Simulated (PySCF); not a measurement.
How a change of structure moves an absorption spectrum

Computed with TDDFT wB97X-D/def2-SVPD, vertical, gas phase, core orbitals frozen in the response (PySCF). Geometries: PBE0-D3(BJ)/def2-SVP; one conformer of each isolated species. Triplets are in the Tamm–Dancoff approximation.

Parent: SiMe4, `C[Si](C)(C)C`, with lowest singlet excitation energy 8.26 eV, HOMO energy -10.21 eV, HOMO–LUMO gap 12.32 eV, S1–T1 gap 0.16 eV. Its spectrum: 8.26 eV (f 0.278 summed over 3 states); 9.26 eV (f 0.000); 9.43 eV (f 0.149 summed over 3 states); 9.50 eV (f 0.000 summed over 3 states).

Shifts from the parent:

```
                       change                        SMILES  Δ S1 (eV)  Δ HOMO (eV)  Δ gap (eV)  Δ S1−T1 (eV)
 ligand (all four): Me to SMe              CS[Si](SC)(SC)SC      -2.55        +1.42       -2.08         +0.20
ligand (all four): Me to NMe2  CN(C)[Si](N(C)C)(N(C)C)N(C)C      -2.23        +2.49       -2.48         -0.14
```

Q: Predict the same shifts for this change: ligand (all four): Me to OMe (`CO[Si](OC)(OC)OC`).

A: Δ lowest singlet excitation energy -0.30 eV, Δ HOMO energy +0.17 eV, Δ HOMO–LUMO gap -0.19 eV, Δ S1–T1 gap -0.01 eV. Spectrum: 156 nm (f 0.001); 155 nm (f 0.001); 151 nm (f 0.000); 147 nm (f 0.002); 142 nm (f 0.000). S1 falls most with ligand (all four): Me to SMe (-2.55 eV); all changes lower it. S1 is simply the lowest singlet of each species and needn't be the same kind of state throughout.

Without π bonds the low states may be Rydberg-like; a valence basis with one diffuse set may place them up to an eV too high.
